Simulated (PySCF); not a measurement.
Gas-phase reaction: CH3GeH3 + 3 GeH2 + 3 CH3Cl ⇌ 3 GeH3Cl + Ge(CH3)4

Method: PySCF energies (xtb for GFN2) plus ideal-gas RRHO corrections (1 bar). † marks an energy on the PBE0/def2-TZVP geometry and frequencies; other levels use their own. CCSD(T) freezes the core. 6-31G* has spherical d functions here. All species are closed-shell singlets. B3LYP is the form with VWN-RPA correlation. Ge: all electrons, no relativistic terms. GeH2: computed as isolated molecules; such fragments, hydroxides, amides, oligomers or adducts are transient or little studied in the gas. CCSD(T) isn't extrapolated to the basis-set limit. The harmonic model lacks anharmonicity and excited electronic states, which grow with temperature; levels with a mode under 35 cm⁻¹ are left out. Internal rotation in CH3GeH3, Ge(CH3)4 is treated as a harmonic vibration of one conformer, which makes the entropy rough.

```
level              ΔE electronic, kJ  ΔH°(298 K), kJ  ΔS°(298 K), J/K  ΔG°(800 K), kJ
-----------------  -----------------  --------------  ---------------  --------------
B3LYP/6-31G*                    -751            -726             -461            -367
B3LYP/def2-TZVP†                -794            -768             -463            -407
CCSD(T)/def2-SVP†               -861            -836             -463            -475
GFN2-xTB                        -576            -543             -451            -192
PBE/def2-SVP                    -855            -829             -461            -470
PBE/def2-TZVP†                  -837            -812             -463            -451
PBE0/def2-SVP†                  -899            -873             -463            -512
r2SCAN/def2-TZVP†               -922            -896             -463            -536
LDA/def2-TZVP†                  -959            -933             -463            -572
```
ΔH° is lowest at LDA/def2-TZVP† and highest at GFN2-xTB. No reference value is set beside these.
